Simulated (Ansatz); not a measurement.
Isolated molecules relaxed with PBE0-D4/def2-TZVP in Ansatz; ΔE leaves out vibrations. CBS: MP2 limit from def2 TZ/QZ plus the TZ coupled-cluster correction, frozen cores. This one scheme is used for every species. DFT in def2-TZVPP. For Zn outer-core shells are correlated without core-valence functions, which leaves a few kJ/mol of doubt a bond. Scalar relativity is left out up to krypton.

Consider the silylene formation by 1,1-elimination: `Cl[SiH2][ZnH]` → `[SiH]Cl` + `[ZnH2]`.

CCSD(T)/CBS gives +216.3 kJ/mol.

Another level gave +216.8 kJ/mol. Which?
A. ωB97X-V/def2-TZVPP
B. BLYP-D4/def2-TZVPP
C. PBE-D4/def2-TZVPP
D. HF/def2-TZVPP

C. PBE-D4 216.8, ωB97X-V 224.1, BLYP-D4 193.8, HF/def2-TZVPP 202.1 kJ/mol.

Largest T1 diagnostic among the species: 0.016.

From r2SCAN to r2SCAN0 (25 % exact exchange), in def2-TZVPP and without D4, ΔE moves by +4.3 kJ/mol. At CCSD(T), def2-SVP lies −12.1 kJ/mol from the extrapolated value and def2-TZVPP −9.6 kJ/mol. The D4 term adds +8.6 kJ/mol with B3LYP and +4.7 kJ/mol with PBE0; it sums over pairs of atoms, weighted by their polarisabilities, and B3LYP, whose exchange is more repulsive, gets the larger term.

B3LYP here is the variant with VWN-RPA as its local correlation; programs differ in this.
